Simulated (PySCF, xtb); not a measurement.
hydronium (H₃O), SMILES [OH3+], charge +1.

GFN2-xTB (xtb) at its own geometry gives an orbital gap of 13.84 eV.

Geometry: B3LYP-D3(BJ)/def2-TZVPD.

Question: What does PBE/def2-TZVPD (PySCF) give? (An estimate is asked for; the answer gives what the named calculation found.)

Answer: gap 10.44 eV (levels -18.65 and -8.20 eV).
